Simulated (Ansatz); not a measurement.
Computed with Ansatz on PBE0-D4/def2-TZVP structures; ΔE is electronic, products minus reactants. CCSD(T)/CBS adds triple-zeta CCSD(T) − MP2 to the extrapolated MP2 energy (def2 sets, frozen cores). DFT in def2-TZVPP. B3LYP here is the variant with VWN-RPA as its local correlation; programs differ in this. HSE06 is defined as in plane-wave codes. Elements past krypton have def2 core potentials. For Te outer-core shells are correlated without core-valence functions, which leaves a few kJ/mol of doubt a bond.

Reaction (redistribution): `ClC1([TeH])CC1` + `C#C[SiH3]` → `C#C[TeH]` + `[SiH3]C1(Cl)CC1`

| level | ΔE (kJ/mol) |
| --- | --- |
| revPBE-D4 | 19.2 |
| B3LYP-D4 | 20.7 |
| r2SCANh-D4 | 19.6 |
| HSE06-D4 | 18.2 |
| B2PLYP | 21.1 |
| PBE | 17.9 |
| CCSD/def2-SVP | 20.1 |
| HF/def2-QZVPP | 18.5 |

(1) What does CCSD(T)/CBS give? (An estimate is asked.)

Largest T1 diagnostic among the species: 0.013.

## Answers

(1) Ansatz gave: +23.8 kJ/mol. The listed levels differ from it by -4.6, -3.1, -4.2, -5.6, -2.7, -5.9, -3.7, -5.3 kJ/mol.

At CCSD(T), def2-SVP lies −3.1 kJ/mol from the extrapolated value and def2-TZVPP −3.1 kJ/mol. Leaving LDA and LC-ωPBE aside and taking each functional with its dispersion term where it has one, the values, not all of them listed here, spread over 3.8 kJ/mol, from PBE0-D4 to BLYP-D4.
